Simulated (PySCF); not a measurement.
## Germanium: highly charged ions in a basis for the neutral atom

Ge¹⁷⁺ [Ne] 3s2 3p3, Ge¹⁸⁺ [Ne] 3s2 3p2. Calculation: PySCF 2.14, in cc-pVDZ-PP with ECP10MDF (4s3p2d, 23 functions); a scalar-relativistic core potential. No spin-orbit coupling, so a gap to NIST mixes the basis error with missing relativistic terms.

Changed run: basis of the neutral atom used for a highly charged ion. This setting is unsound on purpose.

| species | method | sound run (hartree) | changed run (hartree) | converged |
| --- | --- | --- | --- | --- |
| Ge¹⁷⁺ | UHF | not run | -136.62038 | yes |
| Ge¹⁷⁺ | M06-L | not run | -136.86297 | yes |
| Ge¹⁷⁺ | r2SCAN | not run | -136.82984 | yes |
| Ge¹⁸⁺ | UHF | not run | -112.70687 | yes |
| Ge¹⁸⁺ | M06-L | not run | -112.92896 | yes |
| Ge¹⁸⁺ | r2SCAN | not run | -112.87746 | yes |

Ionisation energy of Ge¹⁷⁺:

| method | changed run (eV) | NIST (eV) |
| --- | --- | --- |
| UHF | 650.72 | 662.8 ± 1.9 |
| M06-L | 651.28 | 662.8 ± 1.9 |
| r2SCAN | 651.78 | 662.8 ± 1.9 |

The contracted functions were made for the neutral atom and can be too rigid for a highly charged ion.
